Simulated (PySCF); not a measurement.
C₈H₉FOS.
Numbering: `[CH3:1][S@@:2](=[O:3])[C:4]1=[CH:5][CH:6]=[C:7]([F:8])[CH:9]=[CH:10][CH2:11]1` (hydrogens: H12, H13, H14 on C1; H15 on C5; H16 on C6; H17 on C9; H18 on C10; H19, H20 on C11)

Cartesian coordinates in Å at the GFN2-xTB level; atoms count from 1:
```xyz
20
C8H9FOS angstrom
C      2.486   -0.338    0.938
S      2.306    0.538   -0.687
O      2.662   -0.446   -1.709
C      0.482    0.549   -0.619
C     -0.136    1.532    0.048
C     -1.541    1.573    0.318
C     -2.307    0.470    0.465
F     -3.586    0.653    0.878
C     -1.882   -0.899    0.437
C     -0.882   -1.365   -0.321
C     -0.227   -0.525   -1.369
H      2.065    0.292    1.713
H      3.546   -0.495    1.108
H      1.972   -1.291    0.889
H      0.453    2.346    0.447
H     -1.987    2.533    0.538
H     -2.420   -1.560    1.103
H     -0.531   -2.378   -0.188
H      0.498   -1.091   -1.957
H     -0.977   -0.088   -2.035
```

Hirshfeld charges (e) from the PBE0/pcSseg-1 density (PySCF), one withheld:

```csv
atom,bonded to,charge
C1,S2 H12 H13 H14,-0.1343
S2,C1 O3 C4,?
O3,S2,-0.3510
C4,S2 C5 C11,-0.0157
C5,C4 C6 H15,-0.0600
C6,C5 C7 H16,-0.0717
C7,C6 F8 C9,+0.0941
F8,C7,-0.0876
C9,C7 C10 H17,-0.0692
C10,C9 C11 H18,-0.0137
C11,C10 C4 H19 H20,-0.0795
H12,C1,+0.0458
H13,C1,+0.0515
H14,C1,+0.0459
H15,C5,+0.0485
H16,C6,+0.0545
H17,C9,+0.0549
H18,C10,+0.0565
H19,C11,+0.0426
H20,C11,+0.0464
```

What is the charge on S2?

The charges add up to the total charge, 0. The others sum to -0.3420, which leaves +0.3420 e for S2 (sulfinyl sulfur); the computed value is +0.3416, the difference coming from rounding and the integration grid.

Add each hydrogen's charge to the atom that carries it.

C1 +0.0089, C5 -0.0115, C6 -0.0172, C9 -0.0143, C10 +0.0428, C11 +0.0095. Atoms without hydrogen keep their charges.

Across which bond do the charges differ most?

S2–O3: +0.3416 on S2 against -0.3510 on O3, a difference of 0.6926 e. The lower charge is on the more electronegative element of the two (Pauling values: O 3.44, S 2.58).

Take the bonds between elements whose Pauling electronegativities differ by more than 0.25. In how many does the more electronegative atom carry the lower charge?

In 11 of 11.

How much positive and how much negative charge does this set hold in all?

+0.8823 e on 11 atoms and -0.8827 e on 9.

The Hirshfeld scheme weights the molecular density at each point by an atom's share of the summed free-atom densities. The structure is a single GFN2-xTB conformer in the gas phase; no vibrational or solvent corrections.
